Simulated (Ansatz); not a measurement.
A run on CH4GeN2 with other settings.

```yaml
crystal:
  periodic: [false, false, false]
  atoms:
    - {symbol: N, position_ang: [-0.817301, 1.469946, -0.704772]}
    - {symbol: Ge, position_ang: [0.473193, 0.193752, -1.105425]}
    - {symbol: C, position_ang: [0.372534, -2.175487, 1.020964]}
    - {symbol: N, position_ang: [0.605633, -1.376222, 1.825305]}
    - {symbol: H, position_ang: [-1.690328, 1.350318, -0.945422]}
    - {symbol: H, position_ang: [-0.618051, 2.290507, -0.113150]}
    - {symbol: H, position_ang: [1.633484, 1.043195, -0.239608]}
    - {symbol: H, position_ang: [0.121602, -2.924019, 0.265961]}
basis:
  gaussian: {orbitals: def2-mTZVPP}
total_charge: -1
magnetization: {spin_polarized: true, initial_magnetization: 1}
hamiltonian: {xc: {name: B2PLYP}}
accuracy: high
```

```sh
$ ansatz run in.yaml --threads 2 --pin off --events-out ev --progress --plain --max-ram 4352MiB
```

It prints (some lines left out):

```
Functional definition: B2PLYP
2422 factors; integrals over basis functions are off by at most 2.5e-8 eV
mean field evaluation 1: about -60576.0263 eV, gradient 2.7e1 eV
mean field evaluation 2: about -60576.0555 eV, gradient 2.7e1 eV
mean field evaluation 4: about -60578.9380 eV, gradient 5.1e0 eV
mean field evaluation 8: about -60579.0600 eV, gradient 4.7e-1 eV
mean field evaluation 16: about -60579.0645 eV, gradient 6.4e-3 eV
mean field evaluation 32: about -60579.0645 eV, gradient 2.9e-6 eV
mean field -60579.06445960 eV, -2226.2395569257 hartree, gradient 4.8e-8 eV, S^2 0.761029; 0 other end points of the search recorded, 0 dependent functions left out
12 core orbitals not correlated: weight in the atoms' cores, before any rotation towards them, 1.000 or more for the frozen orbitals, at most 0.000 for the correlated occupied ones
reference -60579.06448461 eV, -2226.2395578448 hartree; 17, 16 occupied and 94, 95 virtual orbitals, 2422 factors
second order -24.44324854 eV of doubles, -0.00000000 eV of singles
Total energy: -60585.66416172 eV, -2226.4820915050 hartree
```

Hardware: 2 threads of an Arm Neoverse V2 on a shared host. Wall time 15 s, peak host memory 0.68 GiB.
